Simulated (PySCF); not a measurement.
Job file and geometry (Å, from GFN2-xTB) of an NMR shielding run on `[SiH2]1[SiH2][SiH2][SiH2][SiH2][SiH2]1`, H₁₂Si₆, PySCF 2.14.0, density-fitted response routines, GIAO PBE0/pcSseg-1 NMR shielding, non-relativistic, gas phase; density fitting, a coarse starting grid and PySCF grid level 2 are the driver's defaults:

```
{"job": {"kind": "nmr", "xc": "PBE0", "basis": "pcSseg-1"}, "charge": 0, "multiplicity": 1}
Si    -1.328661     1.370423    -1.206857
Si     0.771020     2.068432    -0.488740
Si     2.234218     0.293098    -0.143387
Si     1.328192    -1.369585     1.208116
Si    -0.771457    -2.066279     0.488178
Si    -2.236618    -0.292848     0.142637
H     -1.190768     0.832189    -2.570959
H     -2.252172     2.498744    -1.388823
H      1.343419     3.091746    -1.374316
H      0.607161     2.787520     0.786135
H      2.553059    -0.302513    -1.452364
H      3.544290     0.747177     0.342971
H      2.252700    -2.497747     1.385229
H      1.193920    -0.833355     2.573246
H     -1.345598    -3.090068     1.372070
H     -0.606650    -2.783026    -0.788048
H     -2.560003     0.299412     1.451800
H     -3.544811    -0.747003    -0.348546
```

Question: Write the output of this run.

Answer: 
```
coarse grid: 17184 points
cycle   1  E = -1743.3412214992  dE = -5.936e-02  |g| = 1.825e-01  |ddm| = 3.819e+00
cycle   2  E = -1743.3458220603  dE = -4.601e-03  |g| = 1.199e-01  |ddm| = 4.148e-01
cycle   3  E = -1743.3496747609  dE = -3.853e-03  |g| = 3.500e-02  |ddm| = 2.269e-01
cycle   4  E = -1743.3501616354  dE = -4.869e-04  |g| = 4.684e-03  |ddm| = 7.145e-02
cycle   5  E = -1743.3501698898  dE = -8.254e-06  |g| = 3.563e-04  |ddm| = 8.766e-03
final grid: 136024 points
cycle   6  E = -1743.3803329415  dE = -1.418e-05  |g| = 2.588e-03  |ddm| = 1.847e-02
cycle   7  E = -1743.3803330339  dE = -9.238e-08  |g| = 1.609e-03  |ddm| = 4.020e-03
cycle   8  E = -1743.3803335722  dE = -5.383e-07  |g| = 4.047e-04  |ddm| = 2.613e-03
cycle   9  E = -1743.3803336379  dE = -6.573e-08  |g| = 2.513e-05  |ddm| = 7.469e-04
cycle  10  E = -1743.3803336381  dE = -1.687e-10  |g| = 7.893e-06  |ddm| = 6.499e-05
converged SCF energy = -1743.3803336381

GIAO shielding tensors (ppm)
atom      isotropic    diamagn.    paramagn.     s11        s22        s33       span
  0 Si     472.086     880.564    -408.478    455.378    475.347    485.534     30.155
  1 Si     471.947     880.567    -408.621    455.086    475.308    485.446     30.360
  2 Si     472.005     880.563    -408.558    455.471    475.270    485.272     29.801
  3 Si     471.989     880.561    -408.572    455.374    475.184    485.409     30.035
  4 Si     471.992     880.561    -408.570    455.417    475.262    485.296     29.879
  5 Si     471.962     880.564    -408.602    455.339    475.252    485.296     29.957
  6 H       28.200      29.711      -1.512     25.354     25.509     33.737      8.383
  7 H       28.021      29.021      -1.000     23.682     25.273     35.109     11.426
  8 H       28.019      29.025      -1.006     23.693     25.265     35.099     11.406
  9 H       28.198      29.705      -1.507     25.352     25.497     33.745      8.393
 10 H       28.197      29.706      -1.510     25.352     25.504     33.734      8.382
 11 H       28.020      29.021      -1.002     23.683     25.270     35.105     11.422
 12 H       28.020      29.021      -1.000     23.689     25.270     35.101     11.412
 13 H       28.199      29.701      -1.502     25.348     25.501     33.749      8.402
 14 H       28.019      29.019      -1.000     23.686     25.269     35.102     11.416
 15 H       28.196      29.702      -1.506     25.348     25.501     33.739      8.391
 16 H       28.198      29.702      -1.504     25.348     25.501     33.746      8.397
 17 H       28.020      29.023      -1.003     23.690     25.269     35.100     11.411
```

Question: Turn these shieldings into chemical shifts. References, each an isolated molecule treated in the same way: TMS for 29Si (σ = 349.16 ppm) and 1H (σ = 31.72 ppm).

Answer: Averaging equivalent atoms: Si 0/1/2/3/4/5: -122.8; H 6/7/8/9/10/11/12/13/14/15/16/17: 3.61 ppm. 

Size and cost of the density-fitted run: 204 basis functions, 35 s wall time on 1 thread of an Arm Neoverse V1, shared host.
